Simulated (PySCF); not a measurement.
Molecule: `CCCCC(=O)Cl`, C5H9ClO.

Geometry:
```
atom   x (Å)   y (Å)   z (Å)
  C1  -1.415   0.729   0.645
  C2  -0.041   1.077   1.192
  C3   1.086   0.774   0.214
  C4   2.452   1.141   0.765
  C5   3.577   0.855  -0.184
  O6   3.507   0.384  -1.266
 Cl7   5.168   1.323   0.510
  H8  -2.209   0.961   1.370
  H9  -1.488  -0.344   0.403
 H10  -1.631   1.290  -0.278
 H11   0.136   0.526   2.133
 H12  -0.009   2.148   1.463
 H13   1.077  -0.297  -0.052
 H14   0.919   1.315  -0.733
 H15   2.676   0.602   1.702
 H16   2.517   2.210   1.032
```

Geometry PBE0-D3(BJ)/def2-SVP throughout; GIAO in PySCF 2.14.0 with density-fitted response routines, gas phase, one conformer, non-relativistic; equivalent atoms averaged; functional PBE0.

Question: How do the shifts δ (against TMS at the same level) depend on the basis set? (a selection of nuclei; ppm; last column core-seconds on 1 thread of an Intel Xeon Platinum 8488C, shared host)

Answer: 
```tsv
basis set	functions	C5	C4	C3	C2	C1	H15/H16	H13/H14	H11/H12	H8/H9/H10	core-s
STO-3G	48	120.0	38.5	27.6	26.5	20.1	2.33	1.24	0.88	0.82	5.3
6-31G	85	174.9	49.0	27.4	23.4	16.0	2.79	1.63	1.28	1.13	12
6-31G*	120	169.3	47.1	27.0	23.2	15.5	2.60	1.53	1.21	1.00	20
6-311+G(2d,p)	251	182.0	50.2	29.4	25.2	15.1	2.90	1.48	1.16	0.95	47
```

Question: Which nucleus among those listed moves most, in ppm?

Answer: C5 (carbonyl carbon): from 120.0 ppm with STO-3G to 182.0 ppm with 6-311+G(2d,p). The smallest spread is 0.30 ppm, at H8/H9/H10. Proton shifts span only some 12 ppm, so a few tenths of a ppm matter as much there as several ppm in carbon.

Question: Taking the largest basis, 6-311+G(2d,p) (251 functions), as the yardstick, rank the others by their worst heavy-atom deviation.

Answer: 6-31G 7.0 ppm (85 functions), 6-31G* 12.7 ppm (120 functions), STO-3G 61.9 ppm (48 functions).

A small basis that lands close on one nucleus may do so by chance; judge by the trend and by all nuclei.
